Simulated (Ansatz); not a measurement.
Cost and result for the atomization energy of CH5AlBF (`C[BH][AlH][F]`) (9 atoms, 8 bonds).

| atom | x (Å) | y (Å) | z (Å) |
| --- | --- | --- | --- |
| C1 | 0.825 | -1.191 | 0.117 |
| B2 | 0.531 | 0.293 | -0.242 |
| Al3 | -1.376 | 1.243 | -0.166 |
| F4 | -1.884 | 1.835 | 1.300 |
| H5 | 1.129 | -1.109 | 1.178 |
| H6 | -0.011 | -1.890 | 0.096 |
| H7 | 1.689 | -1.623 | -0.394 |
| H8 | 1.490 | 0.967 | -0.523 |
| H9 | -2.393 | 1.475 | -1.365 |

Charge 0, multiplicity 1. The geometry is a stationary point of PBE0-D4/def2-TZVP. It is one conformer, not always the lowest. Program: Ansatz. All runs use 2 threads of an Arm Neoverse V2 on a shared host. Times are those of one run each, without the atoms' runs, and a repeat can differ threefold. Electronic energies, without spin–orbit coupling; frozen cores. CCSD(T)/CBS adds CCSD(T) − MP2 in def2-TZVPP to the MP2 limit, and its time is that of the two runs behind it. T1 = 0.012. B3LYP takes the VWN-RPA correlation (the form of Gaussian; ORCA's B3LYP/G). HSE06 is the plane-wave form, built on full-range PBE exchange.

CCSD(T)/CBS is a level of theory with its own doubt, some kJ/mol a heavy atom from the limit and from the frozen cores, so smaller differences don't rank the functionals.

| level | functions | wall time |
| --- | --- | --- |
| revPBE-D4/def2-TZVPP | 205 | 1.8 s |
| CCSD(T)/def2-SVP | 85 | 1.9 s |
| BHLYP-D4/def2-TZVPP | 205 | 2.4 s |
| HSE06-D4/def2-TZVPP | 205 | 2.5 s |
| B3LYP-D4/def2-TZVPP (with forces) | 205 | 3.4 s |
| B2PLYP/def2-TZVPP | 205 | 4 s |
| PBE-QIDH/def2-TZVPP | 205 | 4.1 s |
| r2SCAN-D4/def2-TZVPP (with forces) | 205 | 4.1 s |
| ωB97X-V/def2-TZVPP | 205 | 7 s |
| ωB97M-V/def2-TZVPP (with forces) | 205 | 9.5 s |
| MP2/def2-QZVPP | 391 | 15 s |
| CCSD(T)/def2-TZVPP | 205 | 49 s |
| CCSD(T)/CBS(def2) | – | 64 s |

Problem. What atomization energy does each give, and how far from CCSD(T)/CBS? (Estimate.)

Solution. Computed: 
| level | atomization (kcal/mol) | difference from CCSD(T)/CBS | per bond |
| --- | --- | --- | --- |
| revPBE-D4/def2-TZVPP | 744.2 | -9.8 | -1.2 |
| CCSD(T)/def2-SVP | 719.5 | -34.5 | -4.3 |
| BHLYP-D4/def2-TZVPP | 739.7 | -14.3 | -1.8 |
| HSE06-D4/def2-TZVPP | 752.4 | -1.6 | -0.2 |
| B3LYP-D4/def2-TZVPP (with forces) | 754.6 | 0.6 | 0.1 |
| B2PLYP/def2-TZVPP | 748.2 | -5.8 | -0.7 |
| PBE-QIDH/def2-TZVPP | 750.1 | -3.9 | -0.5 |
| r2SCAN-D4/def2-TZVPP (with forces) | 758.1 | 4.1 | 0.5 |
| ωB97X-V/def2-TZVPP | 756.4 | 2.4 | 0.3 |
| ωB97M-V/def2-TZVPP (with forces) | 756.0 | 2.0 | 0.3 |
| MP2/def2-QZVPP | 758.2 | 4.2 | 0.5 |
| CCSD(T)/def2-TZVPP | 736.7 | -17.3 | -2.2 |
| CCSD(T)/CBS(def2) | 754.0 | 0.0 | 0.0 |

The D4 term adds +4.8 kcal/mol with B3LYP and +2.5 kcal/mol with PBE0; it sums over pairs of atoms, weighted by their polarisabilities, and B3LYP, whose exchange is more repulsive, gets the larger term. Leaving LDA and LC-ωPBE aside and taking each functional with its dispersion term where it has one, the values, not all of them listed here, spread over 21.3 kcal/mol, from BHLYP-D4 to B97M-V. LDA lies +86.1 kcal/mol from PBE without D4, its usual overbinding. From BLYP to BHLYP (50 % exact exchange), in def2-TZVPP and without D4, the atomization energy moves by −7.9 kcal/mol: exact exchange takes away binding that semilocal exchange gives to molecules.
